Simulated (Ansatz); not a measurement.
Cartesian coordinates in Å:
```
C -2.321 -0.535 0.951
S -0.758 -1.204 0.307
Si 0.208 0.559 -0.333
F -0.461 1.163 -1.664
Si 2.446 0.006 -0.746
H -2.134 0.254 1.679
H -2.943 -0.159 0.141
H -2.836 -1.359 1.444
H 0.022 1.610 0.703
H 3.122 1.121 -1.459
H 2.522 -1.225 -1.574
H 3.132 -0.230 0.552
```

Charge 0, multiplicity 1.

Q: List the r2SCAN/def2-TZVPP orbital energies in eV (the Gaussian-basis code of Ansatz). (Estimate.)

A: Computed: Occupied: -2409.16, -1792.24, -1791.00, -666.04, -274.13, -213.59, -157.67, -157.56, -157.47, -142.55, -141.51, -97.44, -97.41, -97.37, -96.37, -96.36, -96.36, -31.12, -20.52, -16.91, -14.41, -13.24, -11.66, -11.32, -11.04, -10.80, -10.59, -9.72, -9.02, -8.97, -7.82, -7.41, -6.40. Lowest empty: -0.98, -0.83, -0.13, 0.30, 1.09, 1.21, 1.66, 1.82.
